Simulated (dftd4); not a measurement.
C3H2N, doublet, at a GFN2-xTB geometry; D4 for tpssh run with dftd4 4.2.0.

dftd4 was given this input:
```
$ dftd4 mol.xyz --func tpssh --charge 0 --json dftd4.json --noedisp --grad

# file mol.xyz
6

C     -0.15895887    -1.79696753     0.01837023
C     -0.04522191    -0.51121592     0.00522611
C      0.07111146     0.80388707    -0.00821806
H     -1.12145639    -2.29501249     0.00644536
H      0.70119490    -2.45587860     0.04212256
N      0.17409677     1.96809562    -0.02011966
```

Q: What does dftd4 print? Leave out banner, timings and long lists.

A: 
```
                    ____  _____ _____     ____  _  _
      -------------|  _ \|  ___|_   _|---|  _ \| || |------------
     |             | | | | |_    | | ___ | | | | || |_           |
     |             | |_| |  _|   | ||___|| |_| |__   _|          |
     |             |____/|_|     |_|     |____/   |_|            |
     |             ===================================           |
     |            E. Caldeweyher, S. Ehlert & S. Grimme          |
     |          Mulliken Center for Theoretical Chemistry        |
     |                    University of Bonn                     |
      -----------------------------------------------------------

Rational (Becke-Johnson) damping: tpssh-D4-ATM
---------------------
  s6         1.0000
  s8         1.8590
  s9         1.0000
  a1         0.4429
  a2         4.6023
 alp        16.0000
--------------------

Dispersion energy:      -3.8436832388658E-03 Eh

Gradient norm:           3.5251155865401E-04 Eh/a0
--------------------------------------------------
     #    Z           dE/dx      dE/dy      dE/dz
--------------------------------------------------
     1    6 C    -1.966E-05 -2.222E-04  2.272E-06
     2    6 C    -3.240E-06 -3.663E-05  3.745E-07
     3    6 C     1.182E-05  1.336E-04 -1.365E-06
     4    1 H    -1.836E-05 -4.747E-05  2.228E-07
     5    1 H     9.746E-06 -4.995E-05  7.731E-07
     6    7 N     1.970E-05  2.227E-04 -2.277E-06
--------------------------------------------------

Virial:
--------------------------------------------------
      component           x          y          z
--------------------------------------------------
          x       6.608E-05  1.955E-04 -1.095E-06
          y       1.955E-04  2.259E-03 -2.317E-05
          z      -1.095E-06 -2.317E-05  2.546E-07
--------------------------------------------------

[Info] Dispersion results written to 'dftd4.txt'
[Info] JSON dump of results written to 'dftd4.json'
```
